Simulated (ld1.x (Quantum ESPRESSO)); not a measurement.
**Varying the RRKJ potential for Hg**

Base potential:

- Element: Hg (Z = 80)
- Generator: ld1.x (Quantum ESPRESSO) 7.5
- Type: norm-conserving RRKJ (Kleinman–Bylander form)
- Functional: PBE
- Relativity: fully relativistic
- Frozen core: [Kr] 4d10 4f14
- Valence charge: 20
- Reference configuration: 5s2 5p6 5d10 6s0 6p0 (charge +2)
- Partial waves: 5s (bound): rc 1.60 bohr; 5d (bound): rc 1.25 bohr; 5p (bound): rc 1.20 bohr
- Local potential: the p channel
- Core correction: Bessel-smoothed model core inside 0.60 bohr

Open shells are filled in proportion to 2j + 1 (rel_dist='average').

Cutoffs, loose and tight: the cutoffs (Ry, on a coarse ladder) from which the occupation-weighted sum of valence levels, in a spherical-Bessel basis at the reference potential, stays within 10 and 1 mRy of its value at 400 Ry. They do not see the model core or the augmentation charge, which bear on the density cutoff. Test errors are all-electron minus pseudo excitation energies from the reference, over the configurations 5s2 5p6 5d10 6s2 6p0; 5s2 5p6 5d10 6s1 6p0; 5s2 5p6 5d9 6s0 6p0; 5s2 5p6 5d10 6s0 6p1; 5s2 5p5 5d10 6s2 6p0; 5s1 5p6 5d10 6s2 6p0; 5s2 5p6 5d10 6s0 6p2. A dash means not determined; rows that change the core or the reference have their own tests.

Cutoffs are not given where the Bessel-basis levels miss the radial ones by over 6 mRy, ghosts where they miss by over 20 mRy; a channel whose overlap is not positive is not tested.

```csv
change,outcome,bound ghosts,largest test error (meV)
base,"generated, misses its reference levels by 12.81 eV",not determined,+6157
core correction none,"generated, misses its reference levels by 12.81 eV",not determined,+6281
core correction Bessel-smoothed model core inside 0.58 bohr,"generated, misses its reference levels by 12.81 eV",not determined,+6157
core correction Bessel-smoothed model core inside 0.86 bohr,"generated, misses its reference levels by 12.81 eV",not determined,+6161
core correction Bessel-smoothed model core inside 0.94 bohr,"generated, misses its reference levels by 12.81 eV",not determined,+6164
core correction Bessel-smoothed model core inside 1.24 bohr,"generated, misses its reference levels by 12.81 eV",not determined,+6176
core correction Bessel-smoothed model core inside 1.36 bohr,"generated, misses its reference levels by 12.81 eV",not determined,+6190
```
